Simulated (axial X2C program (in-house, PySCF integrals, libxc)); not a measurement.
Spectroscopic constants of LiZr⁻

All values were computed with an in-house relativistic program for diatomic molecules. Spin-free means the one-electron spin-free X2C Hamiltonian; two-component (2c) means X2C with spin–orbit coupling and atomic mean-field two-electron Coulomb and Gaunt terms, so the difference of the two also holds small scalar two-electron terms. Basis: Zr dyall-av3z [12s13p10d4f2g], Li dyall-av3z [9s9p3d] (cores contracted in-house); Gaussian nuclei, density fitting, unrestricted open shells. Masses: Zr 89.905 u, Li 7.016 u.

State, spin-free: M_S = 2, Λ = 2 (beyond evenly filled blocks: σα, π+α, π-α, δ+α); electrons by block: σα: 11, σβ: 10, π+α: 5, π+β: 4, π-α: 5, π-β: 4, δ+α: 2, δ+β: 1, δ-α: 1, δ-β: 1. Fragments: Zr- + Li.

State, 2c: Ω = 1 (⟨Sz⟩ = -2.00, ⟨Lz⟩ = 3.00 at PBEsol); electrons by block: 1/2: 15, -1/2: 16, 3/2: 6, -3/2: 5, 5/2: 1, -5/2: 1. Fragments: Zr- + Li.

```
Hamiltonian   level  Re (Å)  ωe (cm⁻¹)  ωexe (cm⁻¹)  Be (cm⁻¹)  αe (cm⁻¹)  k (mdyn/Å)  μ (D)
  spin-free    PBE0   3.094      195.9          n/a     0.2706    0.00335       0.147  -6.79
  spin-free  PBEsol   2.947      231.3         2.02     0.2983    0.00364       0.205  -5.99
         2c  PBEsol   3.024      239.2         1.91     0.2832    0.00356       0.219  -7.98
```

Dipoles are positive if Li is the positive end and refer to the centre of mass.

The state is a single determinant with fixed occupations, the lowest that a limited PBE0 search found. De is not given where an atomic determinant may have missed its ground term or J level, or where the truncated virtual space spoils (T). Density functionals use the spin component along the axis (collinear). The highest occupied level is positive at some bond lengths even in Hartree–Fock (under at least one Hamiltonian), so the basis set holds the extra electron there; where that holds at Re the anion is at best weakly bound and its constants depend on the basis. Other states lie close and PBE0, whose exact exchange favours high spin, may order them wrongly; the determinant shown need not be the ground state. The nearest other spin-free determinant of the search, M_S = 2, Λ = 0, lies 0.08 eV up at the distance of the search. The functionals have no current-density term, which raises determinants with orbital currents, atoms included. With several unpaired electrons one determinant need not be a pure state. At some level and bond length an empty orbital lies below a filled one.

The spin-free and the 2c determinant differ in configuration, so the two halves of the table describe two states.

No reliable constants came from BLYP (2c), BLYP (spin-free), HF (2c), HF (spin-free), MP2 (2c), MP2 (spin-free), PBE0 (2c): no minimum in range, unconverged points, a curve that is not smooth, a change of character along it, or the two Hamiltonians disagreeing along it.

Rough cost a point (2c) on 1 thread(s) of a shared host, integrals apart: PBEsol 0.8 s.
